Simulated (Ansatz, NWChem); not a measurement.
## Exact exchange and the HOMO–LUMO gap of GeH3Cl (chlorogermane)

The species is GeH3Cl (5 atoms), meant as a singlet with charge 0. As SMILES, `[Cl][GeH3]`. The shape is that of a PBE0-D4/def2-TZVP optimisation.

The HOMO–LUMO gap y, in eV, basis def2-TZVP; a is the functional's share of exact exchange. Programs: Ansatz 0.2.0, NWChem 7.3.0.

| functional | program | a | y (eV) |
| --- | --- | --- | --- |
| PBE | Ansatz | 0 | 6.19 |
| TPSS | NWChem | 0 | 6.53 |
| B3LYP | Ansatz | 0.2 | 7.96 |
| PBE0 | Ansatz | 0.25 | ? |
| r2SCAN0 | Ansatz | 0.25 | 8.93 |
| BHLYP | Ansatz | 0.5 | 10.67 |

**Question.** Fit y = c + s·a to the known rows and predict PBE0.

**Answer.** 
1. Means of the 5 rows: a = 0.1900, y = 8.056.
2. Σ(Δa)² = 0.172, Σ(Δa·Δy) = 1.5063, so the slope is 1.5063/0.172 = 8.7576.
3. Intercept: 8.056 − (8.7576) × 0.1900 = 6.392. The largest residual of the fit is 0.35.
4. PBE0: 6.392 + (8.7576) × 0.25 = 8.58 eV.

The run gave 8.50 eV, so the prediction is off by +0.08 eV, within the scatter of the fit. Exact exchange lowers occupied levels and raises empty ones.
